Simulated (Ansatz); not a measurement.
C3H6Si, SMILES `C[SiH]1C=C1`, 10 atoms. Charge 0, multiplicity 1. All runs use 2 threads of an Arm Neoverse V1 on a shared host. Correlated methods freeze the cores.

(1) Give the basis size and wall time and peak host memory of each of these runs in Ansatz. RKS PBE0-D4/def2-TZVP frequencies; RKS PBE0-D4/def2-TZVP relaxation (6 steps); RKS BHLYP-D4/def2-TZVPP energy; RHF-CCSD(T)/def2-TZVPP energy; direct RPA on PBE orbitals/def2-TZVPP energy; RKS ωB97M-V/def2-SVP energy; RKS BLYP-D4/def2-TZVPP energy; RHF-CCSD(T)/def2-SVP energy; RKS PBE0-D4/def2-QZVPP energy; RKS ωB97M-V/def2-QZVPP energy; RKS B2PLYP (frozen core)/def2-TZVPP energy; RHF-MP2/def2-QZVPP energy. (Best estimate.)

## Answers

(1) Computed: Other jobs shared the machine, so times are rough.

```csv
level,job,functions,wall time,peak host memory (GiB)
RKS BLYP-D4/def2-TZVPP,energy,219,2.6 s,0.24
RHF-CCSD(T)/def2-SVP,energy,90,3.3 s,0.42
RKS BHLYP-D4/def2-TZVPP,energy,219,3.6 s,0.43
RKS ωB97M-V/def2-SVP,energy,90,5.5 s,0.42
direct RPA on PBE orbitals/def2-TZVPP,energy,219,6 s,0.44
RKS B2PLYP (frozen core)/def2-TZVPP,energy,219,7 s,0.47
RKS PBE0-D4/def2-QZVPP,energy,421,9.5 s,1.1
RKS ωB97M-V/def2-QZVPP,energy,421,25 s,1.3
RKS PBE0-D4/def2-TZVP,relaxation (6 steps),166,26 s,0.35
RHF-MP2/def2-QZVPP,energy,421,31 s,2.1
RHF-CCSD(T)/def2-TZVPP,energy,219,90 s,3.3
RKS PBE0-D4/def2-TZVP,frequencies,166,2.7 min,0.42
```
